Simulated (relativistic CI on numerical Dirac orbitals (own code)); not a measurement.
Sensitivity of the levels of Tl8+ to α and to the nuclear radius

Computed by Dirac-Coulomb-Breit CI, separate exchange-only KLI orbitals for each configuration, derivatives by finite differences, unscaled Slater integrals, QED left out (own radial code, finite nucleus).

Configuration list (outside the closed core [Kr] 4d10 4f14): 5s2 5p6 5d5, 5s2 5p6 5d4 6s, 5s2 5p6 5d4 5f, 5s2 5p6 5d3 6s2, 5s2 5p4 5d7, 5s 5p6 5d6, 5p6 5d7. Levels of other configurations are missing.

With x = (α/α₀)² − 1 an excitation energy changes as ω = ω₀ + qx; K = 2q/ω₀ is the relative enhancement. Terms are leading LS components, so labels can repeat. The field-shift factor is F = δν/δ⟨r²⟩ for the transition from the lowest level.

Lowest level 5s2 5p6 5d5 6S_5/2.

```csv
Level,ω₀ (cm⁻¹),q (cm⁻¹),K,F (GHz/fm²)
5s2 5p6 5d5 2F_5/2,22180.1,-5759,-0.519,0.392
5s2 5p6 5d5 4P_3/2,34145.5,4204,0.246,1.39
5s2 5p6 5d5 4G_7/2,34593.9,3919,0.227,1.27
5s2 5p6 5d5 4G_11/2,37892.8,6251,0.33,1.31
5s2 5p6 5d5 4G_5/2,38714.6,11820,0.611,1.95
5s2 5p6 5d5 4G_9/2,40181.8,9063,0.451,1.62
5s2 5p6 5d5 4P_1/2,40378.8,10020,0.496,2.22
5s2 5p6 5d5 4D_7/2,48785.0,13510,0.554,2.22
5s2 5p6 5d5 2D_5/2,49792.7,14230,0.572,3.04
5s2 5p6 5d5 2F_7/2,55761.7,14400,0.517,1.99
5s2 5p6 5d5 2D_3/2,56496.6,16010,0.567,3.79
5s2 5p6 5d5 4D_1/2,56839.4,25930,0.912,3.88
5s2 5p6 5d5 2I_11/2,58254.3,20350,0.699,2.69
5s2 5p6 5d5 4F_3/2,59492.2,23370,0.786,3.14
5s2 5p6 5d5 2G_9/2,60650.5,18410,0.607,2.86
5s2 5p6 5d5 2F_5/2,64158.8,23380,0.729,3.85
5s2 5p6 5d5 2I_13/2,65118.8,23370,0.718,3.01
5s2 5p6 5d5 2H_9/2,71813.9,23940,0.667,3.21
5s2 5p6 5d5 4F_5/2,72760.0,30630,0.842,4.17
5s2 5p6 5d5 2G_7/2,74413.9,23630,0.635,4.49
5s2 5p6 5d5 2D_3/2,78207.0,28740,0.735,3.2
5s2 5p6 5d5 2F_5/2,78261.9,33500,0.856,4.56
5s2 5p6 5d5 2F_7/2,80742.1,29550,0.732,5.31
```

At this charge configurations can still be misplaced by up to about 7 % of their energy. Terms inside the open d or f shell come out 10 to 20 % too wide with unscaled integrals. Levels and lines within the n = 5 or 6 shells can be off by up to 10 % or somewhat more, and those that change n by about 2 %, since core polarisation is missing.
